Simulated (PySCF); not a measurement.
Ti, triplet; B3LYP5/cc-pVTZ (PySCF).

The PySCF input:
```python
from pyscf import gto, scf, dft

mol = gto.M(
    atom='''
Ti    0.00000000    0.00000000    0.00000000
''',
    basis='cc-pvtz',
    spin=2,
    verbose=4,
)

mf = dft.UKS(mol)
mf.xc = 'b3lyp5'
mf.kernel()
```

Output, abridged:

```
PySCF version 2.14.0

[INPUT] verbose = 4
[INPUT] num. atoms = 1
[INPUT] num. electrons = 22
[INPUT] charge = 0
[INPUT] spin (= nelec alpha-beta = 2S) = 2
[INPUT] symmetry False subgroup None
[INPUT] Mole.unit = angstrom
[INPUT] Symbol           X                Y                Z      unit          X                Y                Z       unit  Magmom
[INPUT]  1 Ti     0.000000000000   0.000000000000   0.000000000000 AA    0.000000000000   0.000000000000   0.000000000000 Bohr   0.0

nuclear repulsion = 0
number of shells = 9
number of NR pGTOs = 131
number of NR cGTOs = 68
basis = cc-pvtz
ecp = {}

******** <class 'pyscf.dft.uks.UKS'> ********
method = UKS
initial guess = minao
damping factor = 0
level_shift factor = 0
DIIS = <class 'pyscf.scf.diis.CDIIS'>
diis_start_cycle = 1
diis_space = 8
diis_damp = 0
SCF conv_tol = 1e-09
SCF conv_tol_grad = None
SCF max_cycles = 50
direct_scf = True
direct_scf_tol = 1e-13
number electrons alpha = 12  beta = 10
XC library pyscf.dft.libxc version 7.1.2
    S. Lehtola, C. Steigemann, M. J. T. Oliveira, and M. A. L. Marques,  SoftwareX 7, 1–5 (2018)
XC functionals = b3lyp5
    P. A. M. Dirac,  Math. Proc. Cambridge Philos. Soc. 26, 376 (1930)
    F. Bloch,  Z. Phys. 57, 545 (1929)
    A. D. Becke,  Phys. Rev. A 38, 3098 (1988)
    C. Lee, W. Yang, and R. G. Parr,  Phys. Rev. B 37, 785 (1988)
    B. Miehlich, A. Savin, H. Stoll, and H. Preuss,  Chem. Phys. Lett. 157, 200 (1989)
    S. H. Vosko, L. Wilk, and M. Nusair,  Can. J. Phys. 58, 1200 (1980)
radial grids:
    Treutler-Ahlrichs [JCP 102, 346 (1995); DOI:10.1063/1.469408] (M4) radial grids

becke partition: Becke, JCP 88, 2547 (1988); DOI:10.1063/1.454033
pruning grids: <function nwchem_prune>
grids dens level: 3
symmetrized grids: False
atomic radii adjust function: <function treutler_atomic_radii_adjust>
small_rho_cutoff = 0
Set gradient conv threshold to 3.16228e-05
tot grids = 20904
init E= -849.096700434195

cycle= 1 E= -849.285881637411  delta_E= -0.189  |g|= 0.107  |ddm|= 2.15
cycle= 2 E= -849.294203340837  delta_E= -0.00832  |g|= 0.0766  |ddm|= 0.389
cycle= 3 E= -849.296694955992  delta_E= -0.00249  |g|= 0.0208  |ddm|= 0.604
cycle= 4 E= -849.297608435415  delta_E= -0.000913  |g|= 0.0121  |ddm|= 0.131
cycle= 5 E= -849.298585960338  delta_E= -0.000978  |g|= 0.00827  |ddm|= 0.117
cycle= 6 E= -849.299309624835  delta_E= -0.000724  |g|= 0.00331  |ddm|= 0.156
cycle= 7 E= -849.299354780938  delta_E= -4.52e-05  |g|= 0.00345  |ddm|= 0.0271
cycle= 8 E= -849.299387519683  delta_E= -3.27e-05  |g|= 0.000939  |ddm|= 0.0378
cycle= 9 E= -849.299390305984  delta_E= -2.79e-06  |g|= 0.000244  |ddm|= 0.00759
cycle= 10 E= -849.299391966319  delta_E= -1.66e-06  |g|= 0.000202  |ddm|= 0.00665
cycle= 11 E= -849.29939286951  delta_E= -9.03e-07  |g|= 0.000154  |ddm|= 0.00414
cycle= 12 E= -849.299394491729  delta_E= -1.62e-06  |g|= 0.000162  |ddm|= 0.00915
cycle= 13 E= -849.299395582935  delta_E= -1.09e-06  |g|= 9.13e-05  |ddm|= 0.00883
cycle= 14 E= -849.299396094866  delta_E= -5.12e-07  |g|= 6.91e-05  |ddm|= 0.0059
cycle= 15 E= -849.299396531971  delta_E= -4.37e-07  |g|= 3.01e-05  |ddm|= 0.00968
cycle= 16 E= -849.299396560457  delta_E= -2.85e-08  |g|= 2.27e-05  |ddm|= 0.00184
cycle= 17 E= -849.299396568986  delta_E= -8.53e-09  |g|= 2.23e-05  |ddm|= 0.00061
cycle= 18 E= -849.299396575241  delta_E= -6.25e-09  |g|= 2.09e-05  |ddm|= 0.000265
cycle= 19 E= -849.299396579376  delta_E= -4.14e-09  |g|= 2.09e-05  |ddm|= 0.000167
cycle= 20 E= -849.299396581602  delta_E= -2.23e-09  |g|= 2.08e-05  |ddm|= 9.12e-05
cycle= 21 E= -849.299396581868  delta_E= -2.67e-10  |g|= 2.08e-05  |ddm|= 1.08e-05
Extra cycle  E= -849.299396585798  delta_E= -3.93e-09  |g|= 2.08e-05  |ddm|= 0.000159
converged SCF energy = -849.299396585798  <S^2> = 2.0024553  2S+1 = 3.0016364
```
